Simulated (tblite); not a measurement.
Compound: C8H17N.
Numbering: `[CH3:1]/[N:2]=[CH:3]/[CH2:4][C@H:5]([CH3:6])[CH:7]([CH3:8])[CH3:9]` (hydrogens: H10, H11, H12 on C1; H13 on C3; H14, H15 on C4; H16 on C5; H17, H18, H19 on C6; H20 on C7; H21, H22, H23 on C8; H24, H25, H26 on C9)

Computed geometry: GFN2-xTB, gas phase.

**Question.** List the bond lengths, angles and torsions at this level.

**Answer.** 
```tsv
bond	length (Å)
C1–N2	1.428
N2=C3	1.254
C3–C4	1.490
C4–C5	1.537
C5–C6	1.527
C5–C7	1.542
C7–C8	1.529
C7–C9	1.527
C1–H10, C1–H11	1.091
C1–H12	1.100
C3–H13	1.104
C4–H14	1.089
C4–H15	1.094
C5–H16	1.098
C6–H17, C6–H18, C6–H19	1.087
C7–H20	1.097
C8–H21, C8–H22, C8–H23	1.088
C9–H24, C9–H25, C9–H26	1.087
```

Bonds in one row agree within 0.01 Å and their mean is given. A selection of angles:
```tsv
angle	degrees
C1–N2–C3	120.8
N2–C3–C4	121.6
C3–C4–C5	111.7
C4–C5–C6	109.6
C4–C5–C7	111.2
C6–C5–C7	113.6
C5–C7–C8	111.1
C5–C7–C9	113.5
C8–C7–C9	109.8
```

Dihedral angles: C1–N2–C3–C4 180° (antiperiplanar); N2–C3–C4–C5 126° (anticlinal); C3–C4–C5–C6 -65° (synclinal); C4–C5–C7–C8 -165° (antiperiplanar).

The C–N distances run from 1.254 Å (N2=C3, drawn double) to 1.428 Å (C1–N2, drawn single), a spread of 0.174 Å. Of the pairs four or more bonds apart, C3···H19 is among the closest relative to their van der Waals radii: 2.66 Å, 92 % of the sum of Bondi's values. The C–C distances run from 1.490 Å (C3–C4, drawn single) to 1.542 Å (C5–C7, drawn single), a spread of 0.052 Å.

Point group: C1 (no symmetry element, even within 0.4 Å). Its GFN2-xTB frequencies are all real (lowest 42 cm⁻¹). The numbers are those of one conformer.

The run took 1.1 s on an Arm Neoverse V2 with one thread, shared host with 48 logical CPUs at a one-minute load of 34. This is the geometry optimisation.
